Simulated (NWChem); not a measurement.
Molecule: C3H2ClN; SMILES C(=C/C#N)/Cl

```xyz
7

N      0.9254     2.3510     0.0000
C      0.0439     1.5743     0.0000
C     -1.0548     0.6691     0.0000
C     -0.9442    -0.6819     0.0000
Cl     0.5485    -1.5295     0.0000
H     -2.0677     1.1043     0.0000
H     -1.8342    -1.3292     0.0000
```
Atoms are numbered in this order, from 1.

Level: PBE-D3(BJ)/def2-SVP (NWChem), optimised geometry, unscaled harmonic frequencies. 

Question: List the harmonic frequencies with IR intensities, and the thermochemistry.

Answer: 
```csv
frequency (cm⁻¹),IR intensity (km/mol)
123,2.0
274,0.1
349,1.3
538,0.8
652,7.4
715,43.3
771,37.9
895,0.5
974,17.2
1161,4.2
1301,13.4
1614,47.6
2271,8.6
3113,6.4
3149,2.3
```

```
Property                                                                            Value
-----------------------------------------------------------------------  ----------------
zero-point energy                                                           25.6 kcal/mol
thermal correction to the enthalpy at 298.15 K (with zero-point energy)     29.3 kcal/mol
heat capacity Cv                                                         16.1 cal/(mol K)
entropy at 298.15 K and 1 atm (symmetry number 1)                        73.2 cal/(mol K)
dipole moment                                                                      3.93 D
```

Rigid rotor and harmonic oscillator.
